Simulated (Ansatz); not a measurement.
C3H7GaO, relaxed with RKS PBE-D4/def2-SVP in Ansatz 0.2.0 from a rough embedded geometry. The force threshold is 0.03 eV/Å; the program also tests the step.

Total charge 0; spin multiplicity 1. The bonds changed during the relaxation, so this is another structure than the one it started from.

Start:

```xyz
12

C     1.630    0.230    0.140
C     0.802   -0.016   -0.831
C    -0.316   -0.950   -0.576
Ga   -2.162    0.078    0.059
O    -1.671    1.214    1.338
H     1.547   -0.138    1.122
H     2.438    0.989   -0.052
H     0.882    0.450   -1.840
H     0.111   -1.991   -0.423
H    -0.959   -1.027   -1.510
H    -1.168   -0.747    1.734
H    -1.135    1.909    0.839
```

```tsv
step	energy (eV)	largest force (eV/Å)	largest move (Å)
1	-57619.5134	3.443	0.000
2	-57620.4295	1.407	0.196
3	-57620.9207	1.135	0.194
4	-57621.5193	1.771	0.196
5	-57622.3662	2.036	0.196
6	-57623.3556	2.327	0.195
7	-57624.3700	2.624	0.195
8	-57624.6347	4.910	0.198
9	-57625.0934	0.712	0.195
10	-57625.1784	0.382	0.200
11	-57625.2468	1.133	0.195
13	-57625.3039	0.890	0.142
15	-57625.3434	0.318	0.119
17	-57625.3883	0.212	0.200
19 (rejected)	-57625.3957	0.411	0.119
21	-57625.4068	0.192	0.051
23	-57625.4113	0.242	0.047
25 (rejected)	-57625.4111	0.409	0.141
27 (rejected)	-57625.3925	0.273	0.100
29	-57625.4178	0.090	0.049
31	-57625.4191	0.026	0.036
33	-57625.4195	0.053	0.052
34	-57625.4197	0.027	0.004
```

End:

```xyz
12

C     1.438    0.456    0.411
C     0.745   -0.138   -0.582
C    -0.167   -1.313   -0.418
Ga   -3.015    0.868    0.518
O    -1.487    1.834    0.701
H     1.373    0.098    1.452
H     2.103    1.312    0.216
H     0.848    0.261   -1.608
H     0.178   -2.174   -1.030
H    -1.196   -1.083   -0.779
H    -0.236   -1.643    0.638
H    -0.584    1.521    0.480
```

It took 56 s on 4 threads of an Arm Neoverse V1 on a shared host, with 0.28 GiB of host memory at the peak.
